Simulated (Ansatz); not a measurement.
System: sum formula SiN2H4Br, charge 0, multiplicity 2. It need not be the lowest isomer of its formula. 
Structure (B3LYP-D3(BJ)/def2-TZVP (Ansatz, an electronic-structure program) minimum search):
```xyz
8

Si    -0.1453    -0.2273    -1.0198
Br     0.1258     0.7560     1.0298
N      1.2294    -1.2413    -1.1855
N     -1.4980    -1.2522    -1.2148
H      1.3238    -1.8241    -2.0042
H      2.1227    -0.9490    -0.8209
H     -1.5101    -2.1780    -0.8093
H     -2.4240    -0.8734    -1.3305
```
Charge 0, spin multiplicity 2.

Parts of the frozen-core correlation energy in STO-3G (Ansatz, hartree). Frozen orbitals: 21; correlated occupied orbitals by spin: 13 and 12; virtual: 7 and 8. UHF or UKS for open shells. No spin-orbit coupling. Non-relativistic.

```
term                             value
-------------------------  -----------
reference (HF)             -2940.11204
MP2 opposite-spin                    ?
MP2 same-spin                 -0.01716
CCSD correlation                     ?
(T)                                  ?
T1 diagnostic                    0.015
largest doubles amplitude        0.029
<S^2> of the reference           0.755
```

Problem. What belongs in the gaps?

Solution. 
- MP2 opposite-spin, value: -0.10102
- CCSD correlation, value: -0.15123
- (T), value: -0.00273
